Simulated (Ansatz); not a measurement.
A structure relaxed at PBE-D4/def2-SVP in Ansatz, charge 1, singlet:

Cartesian coordinates in Å:
```
Al 0.084 0.019 1.715
Al -0.809 -3.145 0.903
Al 1.615 1.561 0.012
Al 1.078 -0.989 -0.900
Ga -0.823 2.204 0.676
Ga 0.257 1.108 -2.167
Ga -1.402 -0.757 -0.240
```

Problem. Give its formula and point group.

Solution. Al4Ga3⁺. Point group Cs (tolerance 0.1 Å).

Problem. Summarise the bond lengths by kind (pairs closer than 1.2 times the sum of covalent radii, bridged metal pairs left out).

Solution. 7 × Al–Ga 2.58 to 2.71 Å; 2 × Al–Al 2.76 Å.

The restricted singlet is unstable towards broken spin symmetry at other levels; at PBE-D4/def2-SVP this wasn't settled. Another isomer (singlet) lies 1.71 eV lower at PBE0-D4/def2-TZVP; other spin states weren't run for this one.
